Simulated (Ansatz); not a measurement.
BFH2OSi, SMILES `FB1O[SiH2]1` from Hartree–Fock to CCSD(T)

```xyz
6

F     1.479    1.025   -1.637
B     0.726    0.467   -0.725
O     1.038   -0.024    0.487
Si   -0.686   -0.263    0.292
H    -1.486    0.488    1.287
H    -1.071   -1.693    0.296
```

The species carries charge 0 and has multiplicity 1. The structure was optimised at the PBE0-D4/def2-TZVP level. Frozen core, restricted reference, the Gaussian-basis code of Ansatz. CBS rows extrapolate triple and quadruple zeta; past MP2 they add the triple-zeta difference.

```
     basis     HF (Eh)  MP2 corr.  CCSD corr.       (T)  CCSD(T) total
  def2-SVP  -488.90347   -0.54183    -0.56496         ?              ?
def2-TZVPP  -489.25912   -0.69070           ?  -0.02666              ?
def2-QZVPP           ?   -0.74870           –         –              –
 CBS(def2)  -489.28002          ?    -0.80954     as TZ              ?
```

(1) Fill in the withheld values. (Best estimate.)

Answers

(1) Ansatz gave: def2-SVP (T): -0.01520; def2-SVP CCSD(T) total: -489.48363; def2-TZVPP CCSD corr.: -0.70858; def2-TZVPP CCSD(T) total: -489.99436; def2-QZVPP HF (Eh): -489.27749; CBS(def2) MP2 corr.: -0.79166; CBS(def2) CCSD(T) total: -490.11622.
